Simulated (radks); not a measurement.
Coherent X-ray form factor from a spherical all-electron density. Calculated with a radial shooting solver on a logarithmic mesh with Libxc functionals: Dirac Kohn-Sham, LDA (Slater exchange, Perdew-Wang correlation), spin-unpolarised, spherical densities, point nucleus.

sin(theta)/lambda (1/angstrom),f0 (electrons)
0.05,32.673
0.1,31.747
0.15,30.363
0.2,28.705
0.25,26.948
0.3,25.219
0.4,22.095
0.5,19.447
0.6,17.139
0.8,13.225
1,10.267
1.25,7.901
1.5,6.580
2,5.194

The species is in the configuration that NIST lists as its ground one. Which atom or ion scatters so?

Answer. The rubidium ion Rb4+, [Ar] 3d10 4s2 4p3. Extrapolating in s^2 from the first two rows gives f0(0) = 33.0, near the electron count 33; among species with that count, the fall with angle is slower the higher Z, and the table is that of Z = 37; from so few rows the species is fixed only to a neighbour or two.
